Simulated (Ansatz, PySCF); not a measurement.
Pulling on the As1–H2 bond in AsH3 (SMILES [AsH3]) (multiplicity 1 held, fragments rigid). Energies count from the point at 1.525 Å.
Geometry at that point (charge 0, multiplicity 1):
```xyz
4

As     0.0004     0.0004     0.0708
H     -0.2814     1.2323    -0.7831
H     -0.9371    -0.8619    -0.7681
H      1.2044    -0.3827    -0.7836
```

R- and RO- levels are restricted; in cc, def2 and unpolarised 6-31G sets they are followed outwards from rest. U- levels take the lowest unrestricted solution at each point, which mixes spins at long bonds. Active spaces are followed from a long bond inwards. Levels need not reach the same state.

Frozen-core correlation. Filled d and f shells under p-block atoms count as core. Rows in 3-21G carry no dispersion term and start afresh at each structure; the Pople sets are all-electron and without relativity.

Codes used: Ansatz (an electronic-structure program); PySCF for 3-21G rows. Values without a source in brackets are computed.

| level | energy at R = 4.881 Å (eV) |
|---|---|
| R-HF/3-21G | 7.231 |
| R-r2SCAN/cc-pVTZ | 5.038 |
| U-r2SCAN/cc-pVTZ | 3.353 |
| R-B3LYP/cc-pVTZ | 5.086 |
| R-wB97X-V/cc-pVTZ | (withheld) |
| U-MP2/cc-pVTZ | 3.258 |
| FIC-NEVPT4(SD) on CASSCF(2,2)/cc-pVTZ | 3.318 |
| FIC-MRCISD on CASSCF(2,2)/cc-pVTZ | 3.323 |
| FIC-MRCISD+Q on CASSCF(2,2)/cc-pVTZ | 3.359 |

Fill in the missing entries.


- R-wB97X-V/cc-pVTZ, energy at R = 4.881 Å (eV): 6.496

Doubts at one or more of the structures used: a restricted determinant that unrestricted orbitals would lower (R-HF/3-21G, R-r2SCAN/cc-pVTZ, R-B3LYP/cc-pVTZ, R-wB97X-V/cc-pVTZ); a spin-contaminated determinant (U-r2SCAN/cc-pVTZ, U-MP2/cc-pVTZ).
